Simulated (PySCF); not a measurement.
## How methods differ on the excitation energy of Ga

Ga [Ar] 3d10 4s2 4p1 (2P) → Ga [Ar] 3d10 4s1 4p2, s spin flipped, as a difference of total energies. All numbers are calculated (PySCF 2.14, scalar relativity through the core potential, in aug-cc-pVTZ-PP with one added diffuse shell each of s, d, f type with ECP10MDF (7s5p5d3f, 68 functions)). Correlated levels: valence: 3s2 3p6 3d10 frozen. The calculations carry no spin-orbit coupling.

```csv
method,excitation energy (eV)
UHF,6.870
MP2 (valence),6.545
SCS-MP2 (valence),6.534
```

**Question.** How much does correlation contribute at MP2 (valence)?

**Answer.** 6.545 − (6.870) = -0.325 eV, measured against UHF.

The upper determinant mixes two multiplicities, so it lies between the two terms.

The upper state lies above the first ionisation limit, where it may autoionise and the basis confines it.

The coupled-cluster amplitudes are large for the upper state (T1 above 0.03 or a double amplitude above 0.15), so a single reference is strained.
